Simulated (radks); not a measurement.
Species: Mg4+. Configuration: 1s1.75 2s2 2p4 3s0.25 (fractional occupations, a model configuration). Calculated with a radial shooting solver on a logarithmic mesh with Libxc functionals: Dirac Kohn-Sham, LDA (Slater exchange, VWN5 correlation), spin-unpolarised, spherical densities, point nucleus; open shells fill j = l - 1/2 first.

Normalised radial functions P(r) = r R(r) (large component), r in bohr:

| r | 1s1/2 | 2p3/2 |
|---|---|---|
| 0.004173 | 0.3229 | 0.0011 |
| 0.004705 | 0.3616 | 0.0014 |
| 0.005263 | 0.4016 | 0.0017 |
| 0.005934 | 0.4490 | 0.0021 |
| 0.006637 | 0.4977 | 0.0027 |
| 0.007483 | 0.5553 | 0.0034 |
| 0.00837 | 0.6143 | 0.0042 |
| 0.009437 | 0.6835 | 0.0053 |
| 0.01064 | 0.7592 | 0.0067 |
| 0.0119 | 0.8361 | 0.0083 |
| 0.01342 | 0.9253 | 0.0104 |
| 0.01501 | 1.0151 | 0.0129 |
| 0.01692 | 1.1181 | 0.0162 |
| 0.01893 | 1.2204 | 0.0201 |
| 0.02134 | 1.3363 | 0.0251 |
| 0.02406 | 1.4579 | 0.0314 |
| 0.02691 | 1.5754 | 0.0387 |
| 0.03035 | 1.7043 | 0.0482 |
| 0.03394 | 1.8256 | 0.0590 |
| 0.03827 | 1.9543 | 0.0731 |
| 0.0428 | 2.0703 | 0.0891 |
| 0.04826 | 2.1870 | 0.1097 |
| 0.05441 | 2.2916 | 0.1346 |
| 0.06086 | 2.3742 | 0.1622 |
| 0.06862 | 2.4417 | 0.1973 |
| 0.07676 | 2.4809 | 0.2358 |
| 0.08654 | 2.4927 | 0.2837 |
| 0.0968 | 2.4718 | 0.3353 |
| 0.1091 | 2.4123 | 0.3982 |
| 0.1231 | 2.3126 | 0.4693 |
| 0.1376 | 2.1837 | 0.5427 |
| 0.1552 | 2.0097 | 0.6283 |
| 0.1736 | 1.8188 | 0.7135 |
| 0.1957 | 1.5909 | 0.8085 |
| 0.2189 | 1.3655 | 0.8982 |
| 0.2468 | 1.1212 | 0.9919 |
| 0.2783 | 0.8858 | 1.0788 |
| 0.3113 | 0.6838 | 1.1492 |
| 0.3509 | 0.4946 | 1.2081 |
| 0.3925 | 0.3483 | 1.2431 |
| 0.4426 | 0.2257 | 1.2549 |
| 0.495 | 0.1417 | 1.2391 |
| 0.5582 | 0.0801 | 1.1921 |
| 0.6293 | 0.0416 | 1.1148 |
| 0.7039 | 0.0208 | 1.0183 |
| 0.7936 | 0.0089 | 0.8941 |
| 0.8877 | 0.0036 | 0.7655 |
| 1.001 | 0.0012 | 0.6224 |
| 1.119 | 0.0004 | 0.4921 |
| 1.262 | 0.0001 | 0.3639 |
| 1.423 | 0.0000 | 0.2540 |
| 1.592 | 0.0000 | 0.1713 |
| 1.795 | 0.0000 | 0.1048 |
| 2.007 | 0.0000 | 0.0616 |
| 2.263 | 0.0000 | 0.0319 |
| 2.532 | 0.0000 | 0.0157 |
| 2.854 | 0.0000 | 0.0066 |
| 3.218 | 0.0000 | 0.0024 |
| 3.6 | 0.0000 | 0.0008 |
| 4.059 | 0.0000 | 0.0002 |
| 4.54 | 0.0000 | 0.0001 |
| 5.119 | 0.0000 | 0.0000 |
| 5.725 | 0.0000 | 0.0000 |
| 6.455 | 0.0000 | 0.0000 |

1s1/2: eigenvalue -1384.2 eV, 0 radial nodes, <r> = 0.130 bohr, 90 % of the charge inside 0.232 bohr. 2p3/2: eigenvalue -135.95 eV, 0 radial nodes, <r> = 0.590 bohr, 90 % of the charge inside 0.980 bohr.
